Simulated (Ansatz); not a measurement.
## Energy profile

The step: SiH₃F ([F][SiH3]) + H₂ → SiH₄ + HF; bonds formed: Si1–H7, F2–H6; bonds broken: Si1–F2, H6–H7 (atoms numbered as in the saddle structure below).

```xyz
7
angstrom
Si -0.4072 -0.2134 -0.0626
F 1.4116 -0.4287 0.5722
H -0.1658 -1.2813 -1.0536
H -1.5248 0.5884 -0.6545
H -0.8967 -0.5751 1.2829
H 1.1337 0.6700 0.1515
H 0.4492 1.2400 -0.2358
```

Electronic energies by CCSD(T) at an estimated basis limit (MP2 extrapolated from triple and quadruple zeta, plus CCSD(T) − MP2 in triple zeta), on PBE0-D4/def2-TZVP structures; SiH$_{5}$F, singlet; no counterpoise correction. Program: Ansatz 0.2.0. Basis: def2-TZVPP and def2-QZVPP. Cores are frozen in the correlated methods. Extrapolation: Hartree–Fock as exp(−7.88 √X), correlation as X^−2.97.

Problem. Give the profile in kcal/mol, counted from the separated reactants. (An estimate is asked for; the value comes from the calculation.)

Solution. Computed:
```csv
point,kcal/mol
"separated: SiH$_{3}$F (linked as [F][SiH3]; Si1, F2, H3, H4, H5; singlet) + H$_{2}$ (H6, H7; singlet)",0.00
start structure,-0.41
saddle,59.54
end structure,23.99
"separated: SiH$_{4}$ (Si1, H3, H4, H5, H7; singlet) + HF (F2, H6; singlet)",25.18
```

T1 diagnostic: at most 0.014.

For scale, one of the runs: CCSD(T)/def2-TZVPP, 143 basis functions (an equivalent command: `ansatz run in.yaml --threads 2`). Time: 6.5 s of wall clock on 2 CPU threads; the host was shared. Peak host memory: 0.99 GiB.
